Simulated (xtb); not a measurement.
Se(Cl)(OH) (ClHOSe), SMILES O[Se]Cl. All values are semi-empirical tight-binding results from xtb (GFN2-xTB unless named), good for trends rather than for accurate numbers. Geometry optimised at GFN2-xTB. One conformer was computed; it need not be the lowest.

Optimised geometry:

```xyz
4

Se     0.0648    -0.2660     0.5628
Cl     0.1402     1.3656    -0.8221
O     -0.4033    -1.5692    -0.5618
H     -1.3603    -1.6157    -0.6649
```

The orbital gap is 3.11 eV and the zero-point energy is 8.6 kcal/mol. The G − E(el) at 298.15 K (modified RRHO) comes out as -9.2 kcal/mol and the static polarisability (D4 model) is 49.3 bohr³. The solvation energy, GFN2-xTB/ALPB(water) comes out as -4.4 kcal/mol. The solvation energy, GFN2-xTB/ALPB(hexane) comes out as -2.2 kcal/mol.

Give the atomic charges and the Wiberg bond orders between heavy atoms. (An estimate is asked for; the answer gives what the named calculation found.)

charges (e) Se1 0.13, Cl2 -0.08, O3 -0.38, H4 0.32. Bond orders Se1–Cl2 1.26, Se1–O3 1.29.
